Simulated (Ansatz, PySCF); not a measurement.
C4H10OSi, SMILES C=C(CC)[SiH2]O.

Coordinates come from a B3LYP-D3(BJ)/def2-SVP optimisation. This is a generated structure with no PubChem entry under its InChIKey; it may be hypothetical. Other conformers were not sampled.

Vertical ionisation energy (IE) and electron affinity (EA) in eV. Rows of orbital energies are one-electron estimates. Where ΔSCF, EOM or ADC give a negative EA the extra electron is unbound and the value depends on the basis.

```csv
level,IE,EA
"−ε(HOMO), −ε(LUMO), ωB97X/def2-TZVP (PySCF)",9.88,-1.97
"−ε(HOMO), −ε(LUMO), PBE/def2-TZVP (PySCF)",6.42,1.18
"ΔSCF, PBE0/def2-SVPD (Ansatz), final states of multiplicity 2 and 2",9.50,-1.23
"ΔSCF, PBE/def2-SVPD (Ansatz), final states of multiplicity 2 and 2",9.32,-1.00
```

Task: What vertical singlet–triplet gap does ΔSCF give with PBE0/def2-SVPD (Ansatz, an electronic-structure program) and with PBE/def2-SVPD (Ansatz)? (The exact figures need the calculation; the answer reports its results.)

Result: 4.12 and 4.27 eV (triplet above singlet where positive).
